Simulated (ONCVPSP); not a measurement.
**Pb: one change to an ONCV potential, before and after**

* Element: lead (Pb)
* Generator: ONCVPSP 4.0.1
* Type: optimised norm-conserving Vanderbilt (ONCV)
* Functional: PBEsol
* Relativity: scalar-relativistic
* Frozen core: [Xe] 4f14
* Valence charge: 14
* Reference configuration: 5d10 6s2 6p1.5 (charge +0.5)
* Partial waves: 6s: rc 1.60 bohr, ncon 3, nbas 7, qcut 3.8 1/bohr, 2 projectors, debl 2.1 Ha; 6p: rc 2.00 bohr, ncon 4, nbas 8, qcut 3.6 1/bohr, 2 projectors, debl 2 Ha; 5d: rc 1.75 bohr, ncon 4, nbas 8, qcut 8.9 1/bohr, 2 projectors, debl 2 Ha
* Local potential: polynomial inside 1.40 bohr (lpopt 5, dvloc0 0 Ha)
* Core correction: Teter function, fcfact 3, rcfact 1.05

All-electron outer shells of the reference configuration (PBEsol, scalar-relativistic, ld1.x):

```tsv
shell	level (eV)	outermost node (bohr)	outermost maximum (bohr)
4f	-136.60	–	0.35
5p	-89.47	0.49	0.88
5d	-24.81	0.52	1.07
6s	-15.54	1.01	1.95
6p	-6.55	1.18	2.57
```

Change: p: qcut 5.4.

Cutoffs: the cutoffs (Ha) at which the residual kinetic energy of the hardest occupied pseudo-wave falls to 1 and 0.1 mHa per electron; they do not see the model core or the augmentation charge, which bear on the density cutoff. Errors are all-electron minus pseudo energies relative to the spin-unpolarised reference configuration.

Question: What does the change do?

Answer: The potential gets neither clearly harder nor softer (39 Ha and 64 Ha → 39 Ha and 64 Ha); the bound ghosts move from s to p, s; the lowest positive-energy flag moves from p at 27.1 eV to none; of the 3 tests that both files solve, the error grows in 0 and shrinks in 1 by more than 15 % and 0.3 meV (median size 2.1 → 2.2 meV); the range in which the p phases agree widens (upper end 0.9 → 4.9).

```csv
quantity,base,changed
"cutoff, loose",39 Ha,39 Ha
"cutoff, tight",64 Ha,64 Ha
loose cutoff by channel,"s 39 Ha, p 5.5 Ha, d 26 Ha","s 39 Ha, p 11 Ha, d 26 Ha"
bound ghosts,s,"s, p"
GHOST(+) flags under 300 eV,p at 27.1 eV,none
tests with a reliable result,3 of 4,3 of 4
"error for 5d10 6s2 6p2, meV [ΔE -2.50 eV]",+1.0,+0.9
"error for 5d10 6s2 6p1, meV [ΔE 4.10 eV]",-2.1,-2.2
"error for 5d10 6s2 6p0, meV [ΔE 17.54 eV]",-13,-11
s: phases at 1.62 bohr within 0.05 rad from the reference energy up to (Ha; the scan ends near 5),to the end of the scan,to the end of the scan
p: phases at 2.03 bohr within 0.05 rad from the reference energy up to (Ha; the scan ends near 5),0.9,4.9
d: phases at 1.77 bohr within 0.05 rad from the reference energy up to (Ha; the scan ends near 5),to the end of the scan,to the end of the scan
"rms error of d²Exc/dni dnj with the model core, mHa",2.67,2.67
```

 A true bound ghost makes a file unfit for plane-wave use even where its test errors are small: the radial tests pick states by their node count and pass the ghost by.
